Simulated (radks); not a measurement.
Results of a calculation; reference values are marked as such.
Task: Excited configurations of neutral bismuth: one electron is placed in a higher orbital outside [Hg] 6p2. The ground configuration is [Hg] 6p3. Code: a radial shooting solver on a logarithmic mesh with Libxc functionals. Model: scalar-relativistic Kohn-Sham, PBE, spin-polarised, spherical densities, point nucleus; open shells are filled with parallel spins first (spin-orbit coupling, left out, can overturn this in heavy ions). Excitation = E - E(ground); binding = E(ion) - E, where the ion is the core of charge +1; n* = 1/sqrt(2 binding) in atomic units, and the quantum defect is n - n*.

outer orbital  excitation (eV)  binding (eV)     n*  quantum defect  eigenvalue (eV)  <r> (bohr)
5f                       7.556         0.975  3.736           1.264           -0.473       16.35
6d                       6.513         2.018  2.596           3.404           -0.726       7.766
7s                       4.990         3.541  1.960           5.040           -2.037       6.333
7p                       6.256         2.275  2.445           4.555           -1.291       8.930
7d                       7.282         1.249  3.301           3.699           -0.705       15.40

Estimate the row for 6f.

Result: excitation (eV) 7.841; binding (eV) 0.690; n* 4.441; quantum defect 1.559; eigenvalue (eV) -0.404; <r> (bohr) 27.48. The Delta-SCF ionisation energy is 8.531 eV (NIST Atomic Spectra Database: 7.286 eV, measured). Self-interaction in the functional shifts the binding energies and quantum defects, so they are the method's values and not measured ones. Open shells are spherical and high-spin; term and fine-structure splittings are not resolved. Spin-orbit splitting is averaged out at the scalar-relativistic level.
